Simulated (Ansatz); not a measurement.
```yaml
crystal:
  periodic: [false, false, false]
  atoms:
    - {symbol: Pb, position_ang: [-1.578039, -0.275643, -0.033207]}
    - {symbol: S, position_ang: [0.962141, -0.850312, -0.008520]}
    - {symbol: S, position_ang: [0.615898, 1.125946, 0.041727]}
basis:
  gaussian: {orbitals: def2-TZVP}
total_charge: 2
magnetization: {spin_polarized: true, initial_magnetization: 0}
hamiltonian: {xc: {name: PBE}, dispersion: d4}
output: {forces: true}
```

```sh
$ ansatz run in.yaml --threads 4 --pin off --events-out ev --progress --plain --max-ram 3916MiB
```

It prints (some lines left out):

```
Functional definition: PBE
904 factors; their error is unknown
mean field evaluation 1: about -26880.9960 eV, gradient 4.6e1 eV
mean field evaluation 2: about -26804.9665 eV, gradient 1.2e2 eV
mean field evaluation 4: about -26889.7949 eV, gradient 1.7e1 eV
mean field evaluation 8: about -26891.6253 eV, gradient 5.5e-1 eV
mean field evaluation 16: about -26891.6182 eV, gradient 3.1e-4 eV
mean field evaluation 32: about -26880.9960 eV, gradient 4.6e1 eV
mean field -26891.64936355 eV, -988.2498862958 hartree, gradient 3.2e-5 eV, S^2 0.359262; 7 other end points of the search recorded, 0 dependent functions left out
reference -26891.64939520 eV, -988.2498874588 hartree; 26, 26 occupied and 98, 98 virtual orbitals, 904 factors
Total energy: -26891.76107149 eV, -988.2539914869 hartree
Atom 0 at    -1.578039    -0.275643    -0.033207 Å, force    -2.637311    -0.460625    -0.055496 eV/Å
Atom 1 at     0.962141    -0.850312    -0.008520 Å, force     1.103667     1.457687     0.058955 eV/Å
Atom 2 at     0.615898     1.125946     0.041727 Å, force     1.533644    -0.997062    -0.003459 eV/Å
Dipole moment:     0.662031     0.115639     0.013931 e Å
```

It took 5 s on 4 threads of Intel Xeon Platinum 8259CL on a shared host.

In the def2 sets Pb takes a core potential; there is no spin–orbit coupling. The unrestricted singlet has broken spin symmetry (⟨S²⟩ up to 0.36).

The dipole of an ion depends on the origin.
